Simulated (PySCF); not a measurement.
Core-level binding energies of `CC#C[C@@H]1CC[CH2][GeH2]1`

Species: C7H12Ge.
SMILES with atom numbers: `[CH3:1][C:2]#[C:3][C@@H:4]1[CH2:5][CH2:6][CH2:7][GeH2:8]1`

Cartesian coordinates in Å at the PBE0-D3(BJ)/def2-SVP level; atoms count from 1:
```
atom  x, y, z in Å
C1     3.8265    0.8383   -0.4496
C2     2.6181    0.4891    0.2806
C3     1.6160    0.1996    0.9029
C4     0.3942   -0.1290    1.6129
C5    -0.5017   -1.1275    0.8480
C6    -1.2397   -0.3993   -0.2769
C7    -1.9972    0.8034    0.2997
Ge8   -0.7957    1.4735    1.7127
H9     3.7175    0.6248   -1.5247
H10    4.0626    1.9096   -0.3468
H11    4.6956    0.2683   -0.0849
H12    0.6315   -0.5019    2.6219
H13    0.0943   -1.9693    0.4610
H14   -1.2385   -1.5498    1.5542
H15   -0.4953   -0.0508   -1.0134
H16   -1.9145   -1.0872   -0.8123
H17   -2.9437    0.4871    0.7669
H18   -2.2407    1.5605   -0.4591
H19   -1.4925    1.6025    3.0840
H20   -0.0530    2.7788    1.3834
```

The calculation used PySCF 2.14.0, delta-SCF UKS SCAN, pcX-2 on the ionised atom, pcseg-1 elsewhere, spin-free X2C. Binding energies are ΔSCF values: E(core-ionised, relaxed orbitals) − E(ground state) at a fixed geometry, referred to the vacuum level.

Q: List the computed XPS lines with their assignment.

A: 
```tsv
atom(s)	environment	level	binding energy (eV)	above the level's lowest (eV)	count
C1	propargylic carbon	C 1s	291.28	+1.77	1
C4	sp3 carbon bound to germanium	C 1s	290.47	+0.96	1
C6	ring CH2 carbon	C 1s	290.38	+0.87	1
C5	ring CH2 carbon	C 1s	290.38	+0.87	1
C7	sp3 carbon bound to germanium	C 1s	289.92	+0.41	1
C3	alkyne carbon	C 1s	289.66	+0.15	1
C2	alkyne carbon	C 1s	289.51	0.00	1
```

Lowest listed C 1s: C2, bonded to C (triple bond) and C. Highest, 1.77 eV above it: C1, bonded to C and 3 H. The widest gap between neighbouring values is 0.81 eV, between 290.47 and 291.28 eV. Summing the Pauling electronegativity differences to the bonded atoms, each weighted by its formal bond order, gives 0.00 for the lowest site and -1.05 for the highest; the largest sum, 0.00, belongs to C3, 1.62 eV below the top. The smallest sum, -1.24, belongs to C7, 0.41 eV above the lowest. The values 290.38 and 290.38 eV lie too close for their order to be trusted.

Q: Which photon wavelength matches the C 1s of C3 threshold?

A: λ = hc/E = 12398.42 eV Å / 289.66 eV = 42.803 Å.

No level of germanium is listed. Geometry: PBE0-D3(BJ)/def2-SVP, one conformer, isolated molecule.

On an Intel Xeon at 2.50 GHz with one thread, on a shared host, this took 11 min wall, 9.3 min CPU and 0.78 GiB of memory at its peak.
